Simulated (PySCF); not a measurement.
C3H13NSi2.
Geometry (PBE0-D3(BJ)/def2-SVP, Å), atoms numbered from 1 in this order:
```
atom  x, y, z in Å
C1    -1.344    1.186   -1.245
C2    -0.896   -0.042   -0.456
C3    -1.844   -0.349    0.696
N4     0.469    0.079    0.034
Si5    1.877   -0.405   -0.855
Si6    3.714   -0.244    0.593
H7    -2.359    1.058   -1.653
H8    -1.352    2.078   -0.597
H9    -0.659    1.386   -2.084
H10   -0.907   -0.909   -1.142
H11   -1.859    0.487    1.416
H12   -1.519   -1.252    1.233
H13   -2.875   -0.500    0.341
H14    0.578    0.819    0.721
H15    2.178    0.395   -2.096
H16    1.685   -1.817   -1.315
H17    3.721    1.100    1.255
H18    4.998   -0.401   -0.160
H19    3.653   -1.289    1.662
```

Method used: PBE0-D3(BJ)/def2-SVP geometry optimisation, gas phase (PySCF 2.14.0).

Take the most abundant isotopes and a rigid rotor. The values belong to one conformer with, in the numbering `[CH3:1][CH:2]([CH3:3])[NH:4][SiH2:5][SiH3:6]`, C1–C2–N4–Si5 -89°, C2–N4–Si5–Si6 -172°.

Give the principal moments of inertia and the rotational constants in MHz.

Ia = 105.34, Ib = 567.33, Ic = 612.20 u·Å²; 505379 MHz·u·Å²/I gives A = 4798, B = 890.8, C = 825.5 MHz.

What kind of rotor is it?

A near-prolate asymmetric top: κ = (2 × 890.8 − 4798 − 825.5)/(4798 − 825.5) = -0.97.

What does the inertial defect say?

Not planar: Δ = Ic − Ia − Ib = -60.47 u·Å². For a rigid frame Δ = −2 Σ m c², so Σ m c² = 30.24 u·Å² lies off the ab plane: 15.10 from hydrogen and 15.14 from heavier atoms. The atom farthest from that plane is 1.98 Å away.

Which types of transition are allowed, and where do some lines up to J = 2 fall?

The dipole components are |μa| = 1.24 D, |μb| = 0.20 D, |μc| = 0.54 D. Intensities carry the squares of the components, which stand as 1.00 : 0.03 : 0.19 (a : b : c). Some lines, for components of 0.1 D or more:

| type | branch | J(Ka,Kc) | MHz | lower level (cm⁻¹) |
| --- | --- | --- | --- | --- |
| a | R | 1(0,1) ← 0(0,0) | 1716 | 0.000 |
| a | R | 2(0,2) ← 1(0,1) | 3432 | 0.057 |
| c | Q | 2(1,2) ← 2(0,2) | 3842 | 0.172 |
| c | Q | 1(1,1) ← 1(0,1) | 3907 | 0.057 |
| b | Q | 1(1,0) ← 1(0,1) | 3972 | 0.057 |
| b | Q | 2(1,1) ← 2(0,2) | 4038 | 0.172 |
| c | R | 1(1,0) ← 0(0,0) | 5688 | 0.000 |
| b | R | 2(1,2) ← 1(0,1) | 7274 | 0.057 |
| c | R | 2(1,1) ← 1(0,1) | 7470 | 0.057 |
| c | Q | 2(2,1) ← 2(1,1) | 11721 | 0.306 |
| b | Q | 2(2,0) ← 2(1,1) | 11721 | 0.306 |
| b | R | 2(2,1) ← 1(1,0) | 15218 | 0.190 |
| c | R | 2(2,0) ← 1(1,0) | 15219 | 0.190 |
| c | R | 2(2,1) ← 1(1,1) | 15284 | 0.188 |
| b | R | 2(2,0) ← 1(1,1) | 15285 | 0.188 |

Estimate the classical rotational partition function at 10 K, 100 K and 200 K.

Point group C1, symmetry number σ = 1; q = (√π/σ)·√((kT/h)³/(ABC)), k/h = 20836.6 MHz/K: 2840 at 10 K, 89800 at 100 K, 254000 at 200 K.

No PBE0-D3(BJ)/def2-SVP frequencies stand behind this structure, so it isn't proved a minimum. Zero-point vibration and centrifugal distortion are left out. A rigid rotor knows nothing of inversion at nitrogen or internal rotation, which can split or shift real lines. Quadrupole hyperfine structure (14N) is left out.
